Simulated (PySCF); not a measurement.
PySCF 2.14 output of an unrestricted LDA calculation on a single atom or ion in aug-cc-pwCVTZ-DK (11s10p8d4f3g, 136 functions), with scalar relativity by spin-free X2C-1e:

```
SCF conv_tol = 1e-09
number electrons alpha = 23  beta = 19
    P. A. M. Dirac.,  Math. Proc. Cambridge Philos. Soc. 26, 376 (1930)
    F. Bloch.,  Z. Phys. 57, 545 (1929)
    S. H. Vosko, L. Wilk, and M. Nusair.,  Can. J. Phys. 58, 1200 (1980)
cycle= 1 E= -3814.69007695677  delta_E= -0.0465  |g|= 0.101  |ddm|= 3.34
cycle= 2 E= -3814.68476547324  delta_E= 0.00531  |g|= 0.0886  |ddm|= 0.495
cycle= 3 E= -3814.686816179  delta_E= -0.00205  |g|= 0.108  |ddm|= 0.486
cycle= 4 E= -3814.69275769279  delta_E= -0.00594  |g|= 0.0059  |ddm|= 0.154
cycle= 5 E= -3814.6927979921  delta_E= -4.03e-05  |g|= 0.000725  |ddm|= 0.0203
cycle= 6 E= -3814.6927984587  delta_E= -4.67e-07  |g|= 8.59e-05  |ddm|= 0.00316
cycle= 7 E= -3814.69279846796  delta_E= -9.26e-09  |g|= 2.87e-05  |ddm|= 0.000821
cycle= 8 E= -3814.69279846903  delta_E= -1.07e-09  |g|= 2.02e-06  |ddm|= 8.29e-05
cycle= 9 E= -3814.69279846902  delta_E= 2.27e-12  |g|= 1.91e-07  |ddm|= 1.92e-05
converged SCF energy = -3814.69279846902  <S^2> = 6.0521251  2S+1 = 5.0208068
```

The run itself started from symmetry-adapted Hartree-Fock orbitals and held the occupation by maximum overlap, on a logarithmic radial grid, so the iterations belong to that start.

Question: Which element, charge and spin multiplicity is this?

Answer: Nb⁻ (niobium, charge -1), multiplicity 5; the state was [Kr] 4d4 5s2, high-spin 5D determinant.

At LDA the highest occupied level has a positive energy, so only the finite basis holds that electron; in a semilocal or global hybrid functional this comes from self-interaction and does not mean that the real anion is unbound.
